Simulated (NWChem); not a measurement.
System: CF$_{2}$I cation

Parts of the log:

```
             Northwest Computational Chemistry Package (NWChem) 7.3.0
             --------------------------------------------------------

 C2V symmetry detected

                             Geometry "geometry" -> ""
                             -------------------------

 Output coordinates in angstroms (scale by  1.889725989 to convert to a.u.)

  No.       Tag          Charge          X              Y              Z
 ---- ---------------- ---------- -------------- -------------- --------------
    1 F                    9.0000     0.00000000    -1.05301100     1.89370118
    2 C                    6.0000     0.00000000     0.00000000     1.21799318
    3 F                    9.0000     0.00000000     1.05301100     1.89370118
    4 I                   53.0000     0.00000000     0.00000000    -0.78102982

 Effective nuclear repulsion energy (a.u.)     325.8339239484

      Symmetry information
      --------------------

 Group name             C2v
 Group number             16
 Group order               4
 No. of unique centers     3

                                 NWChem DFT Module
                                 -----------------

 Summary of "ao basis" -> "ao basis" (spherical)
 ------------------------------------------------------------------------------
       Tag                 Description            Shells   Functions and Types
 ---------------- ------------------------------  ------  ---------------------
 F                          def2-svp                 6       14   3s2p1d
 C                          def2-svp                 6       14   3s2p1d
 I                          def2-svp                10       26   4s4p2d

      Symmetry analysis of basis
      --------------------------

        a1         29
        a2          7
        b1         13
        b2         19

            General Information
            -------------------
          SCF calculation type: DFT
          Wavefunction type:  closed shell.
          No. of atoms     :     4
          No. of electrons :    48
           Alpha electrons :    24
            Beta electrons :    24
          Charge           :     1
          Spin multiplicity:     1
          Use of symmetry is: on ; symmetry adaption is: on
          Maximum number of iterations: 150
          AO basis - number of functions:    68
                     number of shells:    28
          Convergence on energy requested:  1.00D-06
          Convergence on density requested:  1.00D-05
          Convergence on gradient requested:  5.00D-04

              XC Information
              --------------
                       M06-2X Method XC Functional
                     Hartree-Fock (Exact) Exchange  0.540
                        M06-2X Exchange Functional  1.000
                      M06-2X Correlation Potential  1.000

             Grid Information
             ----------------
          Grid used for XC integration:  fine
          Radial quadrature: Mura-Knowles
          Angular quadrature: Lebedev.
          Tag              B.-S. Rad. Rad. Pts. Rad. Cut. Ang. Pts.
          ---              ---------- --------- --------- ---------
          F                   0.50       70           9.0       590
          C                   0.70       70           8.0       590
          I                   1.40      141           8.0       974
          Grid pruning is: on
          Number of quadrature shells:   281
          Spatial weights used:  Erf1

      Superposition of Atomic Density Guess
      -------------------------------------

 Sum of atomic energies:        -583.33695314

 Renormalizing density from      49.00 to     48

      Non-variational initial energy
      ------------------------------

 Total energy =    -529.327672
 1-e energy   =   -1196.980808
 2-e energy   =     479.073531
 HOMO         =      -0.665758
 LUMO         =      -0.318553

      Symmetry analysis of molecular orbitals - initial
      -------------------------------------------------

  Numbering of irreducible representations:

     1 a1          2 a2          3 b1          4 b2

  Orbital symmetries:

     1 a1          2 b2          3 a1          4 a1          5 a1
     6 b2          7 b1          8 a1          9 b2         10 b1
    11 a1         12 a2         13 a1         14 b2         15 a1
    16 a1         17 b2         18 b1         19 a1         20 a2
    21 b2         22 a1         23 b1         24 b2         25 b1
    26 a1         27 b2         28 a1         29 a1         30 b1
    31 a1         32 a2         33 b2         34 a1

     ---------------------------------------------
      Total Density - Mulliken Population Analysis
     ---------------------------------------------

    Atom       Charge   Shell Charges
 -----------   ------   -------------------------------------------------------
    1 F    9     9.22   1.99  1.18  0.70  3.54  1.80  0.01
    2 C    6     4.69   1.99  0.85  0.20  1.16  0.36  0.13
    3 F    9     9.22   1.99  1.18  0.70  3.54  1.80  0.01
    4 I   25    24.87   1.83  0.23  1.40  0.50  2.90  3.17  2.94  1.87  9.89  0.15

   convergence    iter        energy       DeltaE   RMS-Dens  Diis-err
 ---------------- ----- ----------------- --------- --------- ---------
 d= 0,ls=0.0,diis     1   -534.5524313742 -7.23D+02  2.79D-02  2.13D+00
 d= 0,ls=0.0,diis     2   -534.3137577205  2.39D-01  1.90D-02  4.30D+00
 d= 0,ls=0.0,diis     3   -534.7615116266 -4.48D-01  3.21D-03  3.43D-02
 d= 0,ls=0.0,diis     4   -534.7650994495 -3.59D-03  1.23D-03  1.13D-02
 d= 0,ls=0.0,diis     5   -534.7662133022 -1.11D-03  2.71D-04  3.64D-04
  Resetting Diis
 d= 0,ls=0.0,diis     6   -534.7662554678 -4.22D-05  9.03D-05  6.84D-06
 d= 0,ls=0.0,diis     7   -534.7662587029 -3.24D-06  2.89D-05  1.17D-06
 d= 0,ls=0.0,diis     8   -534.7662590778 -3.75D-07  1.20D-05  3.46D-07
 d= 0,ls=0.0,diis     9   -534.7662591535 -7.57D-08  8.67D-06  1.24D-07

         Total DFT energy =     -534.766259153477
      One electron energy =    -1208.349666607475
           Coulomb energy =      533.054022218686
    Exchange-Corr. energy =      -48.050219950116
 Nuclear repulsion energy =      188.579605185427

 Numeric. integr. density =       47.999999683601

                  Occupations of the irreducible representations
                  ----------------------------------------------

                     irrep           alpha         beta
                     --------     --------     --------
                     a1               11.0         11.0
                     a2                2.0          2.0
                     b1                4.0          4.0
                     b2                7.0          7.0

                       DFT Final Molecular Orbital Analysis
                       ------------------------------------

 Vector   22  Occ=2.000000D+00  E=-7.486968D-01  Symmetry=a1
              MO Center=  1.7D-15, -6.3D-16,  3.4D-01, r^2= 2.9D+00
   Bfn.  Coefficient  Atom+Function         Bfn.  Coefficient  Atom+Function
  ----- ------------  ---------------      ----- ------------  ---------------
    55      0.418652  4 I  pz                20     -0.326515  2 C  pz
     6     -0.295638  1 F  pz                34     -0.295638  3 F  pz
    45     -0.279266  4 I  s                 16      0.217483  2 C  s
    17      0.212622  2 C  s                  9      0.202028  1 F  pz
    37      0.202028  3 F  pz                46     -0.199921  4 I  s

 Vector   23  Occ=2.000000D+00  E=-6.048733D-01  Symmetry=b1
              MO Center=  5.6D-16,  2.7D-16, -4.0D-01, r^2= 2.3D+00
   Bfn.  Coefficient  Atom+Function         Bfn.  Coefficient  Atom+Function
  ----- ------------  ---------------      ----- ------------  ---------------
    53      0.624752  4 I  px                56      0.433709  4 I  px
    50     -0.242177  4 I  px                47     -0.197802  4 I  px
    18      0.176066  2 C  px                 4      0.134563  1 F  px
    32      0.134563  3 F  px                21      0.115884  2 C  px
     7     -0.111677  1 F  px                35     -0.111677  3 F  px

 Vector   24  Occ=2.000000D+00  E=-5.895532D-01  Symmetry=b2
              MO Center= -1.2D-16, -1.5D-15, -6.7D-01, r^2= 2.0D+00
   Bfn.  Coefficient  Atom+Function         Bfn.  Coefficient  Atom+Function
  ----- ------------  ---------------      ----- ------------  ---------------
    54      0.676494  4 I  py                57      0.462938  4 I  py
    51     -0.260866  4 I  py                48     -0.212298  4 I  py
    22      0.094380  2 C  py                 6      0.083026  1 F  pz
    34     -0.083026  3 F  pz                 3      0.065029  1 F  s
     9     -0.065200  1 F  pz                31     -0.065029  3 F  s

 Vector   25  Occ=0.000000D+00  E=-3.225743D-01  Symmetry=b1
              MO Center= -1.5D-15, -8.7D-16,  8.9D-01, r^2= 2.2D+00
   Bfn.  Coefficient  Atom+Function         Bfn.  Coefficient  Atom+Function
  ----- ------------  ---------------      ----- ------------  ---------------
    18      0.633445  2 C  px                21      0.472051  2 C  px
    56     -0.293894  4 I  px                53     -0.272138  4 I  px
     4      0.265269  1 F  px                32      0.265269  3 F  px
     7     -0.244781  1 F  px                35     -0.244781  3 F  px
    50      0.105452  4 I  px                67     -0.103663  4 I  d  1

 Vector   26  Occ=0.000000D+00  E=-2.517339D-01  Symmetry=a1
              MO Center= -2.7D-16,  9.7D-16, -5.2D-01, r^2= 2.7D+00
   Bfn.  Coefficient  Atom+Function         Bfn.  Coefficient  Atom+Function
  ----- ------------  ---------------      ----- ------------  ---------------
    58     -0.933335  4 I  pz                17      0.910943  2 C  s
    46     -0.523836  4 I  s                 55     -0.470172  4 I  pz
    16      0.409535  2 C  s                 20     -0.329662  2 C  pz
    23     -0.327042  2 C  pz                52      0.189820  4 I  pz
    45     -0.179189  4 I  s                 15     -0.155987  2 C  s

 Vector   27  Occ=0.000000D+00  E=-5.846364D-02  Symmetry=b2
              MO Center= -3.4D-17, -4.2D-15,  4.4D-01, r^2= 2.9D+00
   Bfn.  Coefficient  Atom+Function         Bfn.  Coefficient  Atom+Function
  ----- ------------  ---------------      ----- ------------  ---------------
    22      1.258082  2 C  py                 3      0.665403  1 F  s
    31     -0.665403  3 F  s                 19      0.398572  2 C  py
    57     -0.391717  4 I  py                65      0.340707  4 I  d -1
     9     -0.266224  1 F  pz                37      0.266224  3 F  pz
     6      0.203834  1 F  pz                34     -0.203834  3 F  pz

     ---------------------------------------------
      Total Density - Mulliken Population Analysis
     ---------------------------------------------

    Atom       Charge   Shell Charges
 -----------   ------   -------------------------------------------------------
    1 F    9     8.97   1.99  1.15  0.74  3.33  1.75  0.01
    2 C    6     5.63   1.99  0.98  0.19  1.80  0.50  0.16
    3 F    9     8.97   1.99  1.15  0.74  3.33  1.75  0.01
    4 I   25    24.43   1.83  0.22  1.38  0.53  2.94  3.11  2.61  1.75  9.81  0.25

     -------------------------------------------
      Total Density - Lowdin Population Analysis
     -------------------------------------------

    Atom       Charge   Shell Charges
 -----------   ------   -------------------------------------------------------
    1 F    9     8.86   1.98  1.01  0.70  3.18  1.96  0.02
    2 C    6     5.90   1.96  0.67  0.35  1.63  0.97  0.32
    3 F    9     8.86   1.98  1.01  0.70  3.18  1.96  0.02
    4 I   25    24.38   1.25  0.74  1.07  0.76  2.77  3.17  2.44  2.10  9.50  0.59

     Multipole analysis of the density
     ---------------------------------

     L   x y z        total         alpha         beta         nuclear
     -   - - -        -----         -----         ----         -------
     0   0 0 0      1.000000    -24.000000    -24.000000     49.000000

     1   1 0 0     -0.000000     -0.000000     -0.000000      0.000000
     1   0 1 0      0.000000      0.000000      0.000000      0.000000
     1   0 0 1      0.344422    -20.490842    -20.490842     41.326106

     2   2 0 0    -27.906002    -13.953001    -13.953001      0.000000
     2   1 1 0     -0.000000     -0.000000     -0.000000      0.000000
     2   1 0 1      0.000000      0.000000      0.000000      0.000000
     2   0 2 0    -28.587733    -49.931265    -49.931265     71.274798
     2   0 1 1     -0.000000     -0.000000     -0.000000      0.000000
     2   0 0 2    -20.064688   -168.411026   -168.411026    316.757364

            General Information
            -------------------
          SCF calculation type: DFT
          Wavefunction type:  closed shell.
          No. of atoms     :     4
          No. of electrons :    48
           Alpha electrons :    24
            Beta electrons :    24
          Charge           :     1
          Spin multiplicity:     1
          Use of symmetry is: on ; symmetry adaption is: on
          Maximum number of iterations: 150
          AO basis - number of functions:    68
                     number of shells:    28
          Convergence on energy requested:  1.00D-06
          Convergence on density requested:  1.00D-05
          Convergence on gradient requested:  5.00D-04

              XC Information
              --------------
                       M06-2X Method XC Functional
                     Hartree-Fock (Exact) Exchange  0.540
                        M06-2X Exchange Functional  1.000
                      M06-2X Correlation Potential  1.000

             Grid Information
             ----------------
          Grid used for XC integration:  fine
          Radial quadrature: Mura-Knowles
          Angular quadrature: Lebedev.
          Tag              B.-S. Rad. Rad. Pts. Rad. Cut. Ang. Pts.
          ---              ---------- --------- --------- ---------
          F                   0.50       70           9.0       590
          C                   0.70       70           8.0       590
          I                   1.40      141           8.0       974
          Grid pruning is: on
          Number of quadrature shells:   281
          Spatial weights used:  Erf1

          Convergence Information
          -----------------------
          Convergence aids based upon iterative change in
          total energy or number of iterations.
          Levelshifting, if invoked, occurs when the
          HOMO/LUMO gap drops below (HL_TOL):  1.00D-02
          DIIS, if invoked, will attempt to extrapolate
          using up to (NFOCK): 10 stored Fock matrices.

                    Damping( 0%)  Levelshifting(0.5)       DIIS
                  --------------- ------------------- ---------------
          dE  on:    start            ASAP                start
          dE off:    2 iters        150 iters           150 iters

                            NWChem DFT Gradient Module
                            --------------------------

  charge          =   1.00
  wavefunction    = closed shell

  Using symmetry

                         DFT ENERGY GRADIENTS

    atom               coordinates                        gradient
                 x          y          z           x          y          z
   1 F       0.000000  -1.989902   3.578576    0.000000  -0.004490   0.001536
   2 C       0.000000   0.000000   2.301673    0.000000   0.000000  -0.006119
   3 F       0.000000   1.989902   3.578576    0.000000   0.004490   0.001536
   4 I       0.000000   0.000000  -1.475932    0.000000   0.000000   0.003046
```

Level: M06-2X/def2-SVP with def2 effective core potentials on I. Geometry: optimised at PBE0/def2-SVP. def2 effective core potentials on I; no spin-orbit coupling.

Question: Which NWChem input produces such a log?

Answer: This is not unique; one that fits is the input that was run:
```
start job
memory heap 200 mb stack 900 mb global 1100 mb
charge 1
geometry units angstroms noautoz
  F      0.000000    -1.053011     1.902893
  C      0.000000     0.000000     1.227185
  F      0.000000     1.053011     1.902893
  I      0.000000     0.000000    -0.771838
end
basis spherical
  F library def2-svp
  C library def2-svp
  I library def2-svp
end
ecp
  I library def2-ecp
end
dft
  xc m06-2x
  grid fine
  iterations 150
  mulliken
end
task dft gradient
```
